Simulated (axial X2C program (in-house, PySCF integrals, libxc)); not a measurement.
BSe⁻: from the spin-free to the two-component result

Computed with an in-house relativistic program for diatomic molecules. Spin-free means the one-electron spin-free X2C Hamiltonian; two-component (2c) means X2C with spin–orbit coupling and atomic mean-field two-electron Coulomb and Gaunt terms, so the difference of the two also holds small scalar two-electron terms. Basis: Se dyall-acv3z [9s10p7d5f1g], B dyall-av3z [8s7p3d2f] (cores contracted in-house); Gaussian nuclei, density fitting, unrestricted open shells. Masses: Se 79.917 u, B 11.009 u.

Spin-free state: M_S = 0, Λ = 0 (closed shell); fragments Se- + B.

```tsv
level	Re (Å)	ωe (cm⁻¹)	De (eV)	μ (D)
PBE0	1.825	813.8	5.252	-4.73
HF	1.829	832.2	3.580	-4.27
MP2	1.824	829.2	5.349	n/a
CCSD	1.833	816.6	4.920	n/a
CCSD(T)	1.838	803.8	5.133	n/a
r2SCAN0	1.820	825.4	5.107	-4.73
```

Correlated methods: 10 electrons correlated (number of frozen shells: Se 3 s, 2 p, 1 d; B 1 s), 254 virtual spin orbitals or spinors in MP2, 88 natural virtuals in coupled cluster.

Dipoles are positive if B is the positive end and refer to the centre of mass.

Two-component determinant lowest at the distance of the search:

Ω = 0 (closed shell); fragments Se- + B.

```
  level  Re (Å)  ωe (cm⁻¹)  De (eV)  μ (D)
   PBE0   1.825      813.1    5.215  -4.73
     HF   1.830      831.4    3.454  -4.28
    MP2   1.824      828.5    5.265    n/a
   CCSD   1.833      815.7    4.834    n/a
CCSD(T)   1.839      802.8    5.044    n/a
r2SCAN0   1.820      824.7      n/a  -4.73
```

Problem. From the two tables, how do the constants change at the CCSD(T) level (2c against spin-free)?

Solution. At the CCSD(T) level Re is unchanged within 0.001 Å and ωe falls by 1.0 cm⁻¹; De changes by -0.089 eV.

One determinant describes the state; a PBE0 search over occupations chose it and may have missed a lower one. The closed shell is kept restricted, so the energy runs too high when the bond is stretched far. Dissociation energies refer to the lowest single-determinant-based atoms at the same level and basis. De is not given where an atomic determinant may have missed its ground term or J level, or where the truncated virtual space spoils (T). Coupled cluster ran in a truncated set of natural virtual spinors; the MP2 energy of the rest was added. (T) has no such correction and the atoms are truncated less, which lowers De at CCSD(T) by a hundredth of an eV or more. In 2c an atomic determinant is not the ground J level, so De misses part of the atomic spin–orbit lowering. This holds for PBE0. Without a current term, density functionals place determinants with orbital angular momentum somewhat too high. Hartree–Fock gets electron affinities wrong, so its lowest charge split need not be the true one.
